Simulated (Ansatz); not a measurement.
Input file for Ansatz (a quantum-chemistry and plane-wave program): R-CCSD(T)/cc-pVDZ on C6H4 (SMILES C#C/C=C\C#C).

Ansatz 0.2 input:
```yaml
crystal:
  periodic: [false, false, false]
  atoms:
    - {symbol: C, position_ang: [-1.28469204, -2.00342662, 0.53673923]}
    - {symbol: C, position_ang: [-1.18587423, -0.81681170, 0.36354358]}
    - {symbol: C, position_ang: [-1.10519386, 0.57900579, 0.16758764]}
    - {symbol: C, position_ang: [0.01643408, 1.24818961, -0.16301765]}
    - {symbol: C, position_ang: [1.28196097, 0.65551715, -0.36396652]}
    - {symbol: C, position_ang: [2.37219641, 0.17828542, -0.54132487]}
    - {symbol: H, position_ang: [-1.35956481, -3.05214987, 0.68709106]}
    - {symbol: H, position_ang: [-2.02255639, 1.14221063, 0.29616131]}
    - {symbol: H, position_ang: [-0.04253438, 2.32351706, -0.28743457]}
    - {symbol: H, position_ang: [3.32982425, -0.25443748, -0.69537919]}
basis:
  gaussian:
    orbitals: cc-pVDZ
magnetization: {spin_polarized: false}
correlation: {method: ccsd_t, electrons: outside_noble_gas}
scf: {lower_state_search: off}
```

Problem. Give the final energy of this run.

Solution. -230.2254 hartree (reference determinant -229.4001, T1 diagnostic 0.012).

Problem. How many basis functions does it have, and what does it roughly cost on one machine?

Solution. 104 functions; around 11 core-seconds (rough).
